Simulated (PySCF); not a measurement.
B2F2GeH4.
Z-matrix (Å and degrees, PBE0-D3(BJ)/def2-SVP geometry), rows numbered from 1:
```
B 
Ge  1  2.0505
B   2  2.0787  1  104.92
F   3  1.3180  2  121.60  1    83.00
F   3  1.3176  2  121.45  1   -94.98
H   1  1.2067  2  120.37  3   -85.28
H   1  1.2069  2  120.57  3    90.70
H   2  1.5403  1  112.83  3   117.14
H   2  1.5395  1  113.35  3  -117.88
```

Method: PBE0-D3(BJ)/def2-SVP geometry optimisation, gas phase (PySCF).

Take the most abundant isotopes and a rigid rotor. The values belong to one conformer with, in the numbering `[BH2:1][GeH2:2][B:3]([F:4])[F:5]`, H–B1–Ge2–B3 -85° and 91°, B1–Ge2–B3–F4 83°.

Question: What are A, B and C (MHz)?

Answer: Ia = 99.74, Ib = 289.23, Ic = 300.66 u·Å²; 505379 MHz·u·Å²/I gives A = 5067, B = 1747, C = 1681 MHz.

Question: Classify the top.

Answer: A near-prolate asymmetric top; Ray's κ = -0.961.

Question: Is it planar, by Δ = Ic − Ia − Ib?

Answer: Not planar: Δ = Ic − Ia − Ib = -88.31 u·Å². For a rigid frame Δ = −2 Σ m c², so Σ m c² = 44.16 u·Å² lies off the ab plane: 9.95 from hydrogen and 34.21 from heavier atoms. The atom farthest from that plane is 2.31 Å away.

Question: Give the other two planar moments, Paa and Pbb, and the rms extents of the mass along the axes.

Answer: Paa = Σ m a² = (Ib + Ic − Ia)/2 = 245.08 and Pbb = Σ m b² = (Ia + Ic − Ib)/2 = 55.58 u·Å². With the mass M = 137.97 u, the rms extents √(P/M) along a, b and c are 1.33, 0.63, 0.57 Å.

Question: Give the coordinates in the principal-axis frame, origin at the centre of mass.

Answer: The sense of each axis is arbitrary; atoms in the order of the calculation.
```json
{"atom": "B1", "mass (u)": "11.009", "a (Å)": "1.696", "b (Å)": "-0.745", "c (Å)": "-1.315"}
{"atom": "Ge2", "mass (u)": "73.921", "a (Å)": "0.821", "b (Å)": "0.173", "c (Å)": "0.296"}
{"atom": "B3", "mass (u)": "11.009", "a (Å)": "-1.224", "b (Å)": "-0.021", "c (Å)": "-0.022"}
{"atom": "F4", "mass (u)": "18.998", "a (Å)": "-1.873", "b (Å)": "-1.119", "c (Å)": "0.309"}
{"atom": "F5", "mass (u)": "18.998", "a (Å)": "-1.923", "b (Å)": "0.935", "c (Å)": "-0.601"}
{"atom": "H6", "mass (u)": "1.008", "a (Å)": "1.884", "b (Å)": "-1.937", "c (Å)": "-1.310"}
{"atom": "H7", "mass (u)": "1.008", "a (Å)": "1.965", "b (Å)": "-0.115", "c (Å)": "-2.309"}
{"atom": "H8", "mass (u)": "1.008", "a (Å)": "1.158", "b (Å)": "-0.515", "c (Å)": "1.632"}
{"atom": "H9", "mass (u)": "1.008", "a (Å)": "1.153", "b (Å)": "1.673", "c (Å)": "0.398"}
```

Question: Which types of transition are allowed, and where do some lines up to J = 4 fall?

Answer: The dipole components are |μa| = 0.90 D, |μb| = 0.08 D, |μc| = 0.13 D. Intensities carry the squares of the components, which stand as 1.00 : 0.01 : 0.02 (a : b : c). Some lines, for components of 0.1 D or more:

```json
{"type": "a", "branch": "Q", "J(Ka,Kc)": "4(1,3) ← 4(1,4)", "MHz": "664", "lower level (cm⁻¹)": "1.244"}
{"type": "c", "branch": "Q", "J(Ka,Kc)": "4(1,4) ← 4(0,4)", "MHz": "3033", "lower level (cm⁻¹)": "1.143"}
{"type": "c", "branch": "Q", "J(Ka,Kc)": "3(1,3) ← 3(0,3)", "MHz": "3158", "lower level (cm⁻¹)": "0.686"}
{"type": "c", "branch": "Q", "J(Ka,Kc)": "2(1,2) ← 2(0,2)", "MHz": "3254", "lower level (cm⁻¹)": "0.343"}
{"type": "c", "branch": "Q", "J(Ka,Kc)": "1(1,1) ← 1(0,1)", "MHz": "3320", "lower level (cm⁻¹)": "0.114"}
{"type": "a", "branch": "R", "J(Ka,Kc)": "1(0,1) ← 0(0,0)", "MHz": "3428", "lower level (cm⁻¹)": "0.000"}
{"type": "a", "branch": "R", "J(Ka,Kc)": "2(1,1) ← 1(1,0)", "MHz": "6923", "lower level (cm⁻¹)": "0.227"}
{"type": "c", "branch": "Q", "J(Ka,Kc)": "4(2,3) ← 4(1,3)", "MHz": "9729", "lower level (cm⁻¹)": "1.266"}
{"type": "a", "branch": "R", "J(Ka,Kc)": "3(1,3) ← 2(1,2)", "MHz": "10184", "lower level (cm⁻¹)": "0.452"}
{"type": "a", "branch": "R", "J(Ka,Kc)": "4(1,3) ← 3(1,2)", "MHz": "13844", "lower level (cm⁻¹)": "0.805"}
{"type": "c", "branch": "R", "J(Ka,Kc)": "2(2,1) ← 1(1,1)", "MHz": "16949", "lower level (cm⁻¹)": "0.225"}
{"type": "c", "branch": "R", "J(Ka,Kc)": "3(2,2) ← 2(1,2)", "MHz": "20443", "lower level (cm⁻¹)": "0.452"}
{"type": "c", "branch": "Q", "J(Ka,Kc)": "4(4,1) ← 4(3,1)", "MHz": "23469", "lower level (cm⁻¹)": "2.150"}
{"type": "c", "branch": "R", "J(Ka,Kc)": "4(2,2) ← 3(1,2)", "MHz": "23587", "lower level (cm⁻¹)": "0.805"}
{"type": "c", "branch": "R", "J(Ka,Kc)": "4(2,3) ← 3(1,3)", "MHz": "23971", "lower level (cm⁻¹)": "0.791"}
{"type": "c", "branch": "R", "J(Ka,Kc)": "3(3,0) ← 2(2,0)", "MHz": "27049", "lower level (cm⁻¹)": "0.790"}
{"type": "c", "branch": "R", "J(Ka,Kc)": "4(4,0) ← 3(3,0)", "MHz": "37184", "lower level (cm⁻¹)": "1.693"}
{"type": "c", "branch": "R", "J(Ka,Kc)": "4(4,1) ← 3(3,1)", "MHz": "37184", "lower level (cm⁻¹)": "1.693"}
```

PBE0-D3(BJ)/def2-SVP frequencies: not computed here. These are rigid-rotor constants of the computed structure; measured ground-state constants (B0) also hold zero-point vibration. Quadrupole hyperfine structure (11B) is left out.
